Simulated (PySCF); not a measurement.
C₃H₇BF₂O, SMILES C[C@@H](O)B(F)CF. Heavy atoms are numbered as in [CH3:1][C@@H:2]([OH:3])[B:4]([F:5])[CH2:6][F:7]. Hydrogens are named by the atom that carries them.

Geometry optimised at r2SCAN-D4/def2-SVP. The structure was generated by enumeration; whether it is a known compound was not checked. One conformer was computed; it need not be the lowest.

Method: PySCF with PBE/pcSseg-1.

GIAO shieldings, no solvent; atoms alike by connectivity are averaged. δ = σ(ref) − σ: ¹³C against TMS (σ = 182.0 ppm); ¹⁷O against H2O (σ = 334.3 ppm); ¹¹B against BF3 (σ = 83.9 ppm); ¹⁹F against CFCl3 (σ = 133.6 ppm); ¹H against TMS (σ = 31.49 ppm), references at their B3LYP-D3(BJ)/def2-TZVP geometries, non-relativistic.

```json
[
 {"nucleus": "¹³C", "atoms": "C6 (CH2)", "count": "1", "δ (ppm)": "85.4"},
 {"nucleus": "¹³C", "atoms": "C2 (CH)", "count": "1", "δ (ppm)": "68.6"},
 {"nucleus": "¹³C", "atoms": "C1 (CH3)", "count": "1", "δ (ppm)": "23.8"},
 {"nucleus": "¹⁷O", "atoms": "O3 (OH)", "count": "1", "δ (ppm)": "57.1"},
 {"nucleus": "¹¹B", "atoms": "B4", "count": "1", "δ (ppm)": "48.3"},
 {"nucleus": "¹⁹F", "atoms": "F5", "count": "1", "δ (ppm)": "-51.0"},
 {"nucleus": "¹⁹F", "atoms": "F7", "count": "1", "δ (ppm)": "-324.2"},
 {"nucleus": "¹H", "atoms": "H on C6", "count": "2", "δ (ppm)": "4.95"},
 {"nucleus": "¹H", "atoms": "H on C2", "count": "1", "δ (ppm)": "4.64"},
 {"nucleus": "¹H", "atoms": "H on C1", "count": "3", "δ (ppm)": "1.68"},
 {"nucleus": "¹H", "atoms": "H on O3", "count": "1", "δ (ppm)": "-0.06"}
]
```
